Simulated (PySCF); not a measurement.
# CaF: from constants to spectrum

UHF-CCSD(T) constants of CaF, ²Σ⁺ (doublet), unpaired electrons σ ↑ (Ca pcseg-1, F pcseg-1; no relativity (PySCF 2.14); masses 39.9626 and 18.9984 u):

| Quantity | Value |
| --- | --- |
| ωe | 599.4 cm⁻¹ |
| ωexe | 3.0 cm⁻¹ |
| Be | 0.32937 cm⁻¹ |
| αe | 0.00225 cm⁻¹ |
| De to Ca + F | 4.97 eV |

What force constant and bond length do these constants imply?

Reduced mass μred = 12.877 u; k = 5.8918×10⁻⁷·μred·ωe² (u, cm⁻¹, mdyn/Å) = 2.73 mdyn/Å; Re = √(16.8576/(μred·Be)) (u, cm⁻¹, Å) = 1.994 Å.

Estimate the centrifugal constant D from the Kratzer relation and find the Dunham coefficient a1.

D = 4Be³/ωe² = 3.98e-07 cm⁻¹; a1 = −1 − αeωe/(6Be²) = -3.07.

Correlated steps freeze 6 core orbitals. Correlated levels converge slowly with the basis: in double zeta they bind strong bonds too weakly, by up to about 1 eV, and carry superposition errors of some tenths. The state was picked by a PBE0 search and need not be the measured ground state.
